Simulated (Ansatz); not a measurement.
Molecule: sum formula SiHCl (charge 0, singlet). 
Coordinates optimised at B3LYP-D3(BJ)/def2-TZVP (Ansatz, a program for electronic structure):
```
Si
H 1 1.5263
Cl 1 2.0943 2 94.91
```

Wanted: vertical electron affinity (to the doublet state of charge -1; a negative value means that the extra electron is unbound and the number depends on the basis; each state is the SCF solution reached for its spin; for the singlet the Hartree-Fock reference is unstable and T1 is 0.013), in eV. Cores are frozen in the correlated levels unless marked. UHF or UKS for open shells. Spin-orbit coupling is left out. Non-relativistic. Anions need diffuse functions: aug- sets have them; def2-D sets add few. CBS marks a two-point X^-3 extrapolation of the correlation energy; Hartree-Fock from the larger set.

CCSD(T)/CBS(def2-TZVPPD,def2-QZVPPD) (Ansatz) gives 1.02 eV.

Question: Another calculation gave 0.92 eV. Which level was it?
A. r2SCAN/def2-TZVPD (Ansatz)
B. B2PLYP/def2-TZVPD (Ansatz)
C. PBE/def2-TZVPD (Ansatz)

Answer: B, B2PLYP/def2-TZVPD (Ansatz). The others give 1.04 (PBE), 1.19 (r2SCAN) eV.
